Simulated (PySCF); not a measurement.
Ga(F)3 cation (F3Ga), SMILES [F][Ga]([F])[F] (connectivity only; charge and spin as stated), charge +1, multiplicity 2.

Geometry optimised at B3LYP-D3(BJ)/def2-SVP. A frequency run showed that this geometry is not a minimum. The multiplicity is an assumed one; other spin states were not compared. The isomer is the one that the SMILES or the coordinates give; other isomers of the formula were not compared.

The numbers are results of B3LYP/def2-TZVPD in PySCF, not measurements.

Gas-phase values at a fixed geometry.

Computed frontier levels, dipole moment and polarisability:
```yaml
"α spin, highest occupied and lowest empty level": -18.41 and -10.40 eV
"β spin, highest occupied and lowest empty level": -18.39 and -15.79 eV
dipole_moment_about_the_centre_of_nuclear_charge: 0.48 D
mean_static_polarisability: 27.1 bohr³ (4.02 Å³)
polarisability_principal_values: 17.0, 31.9, 32.5 bohr³
"⟨S²⟩": 0.752 (pure state 0.75)
```
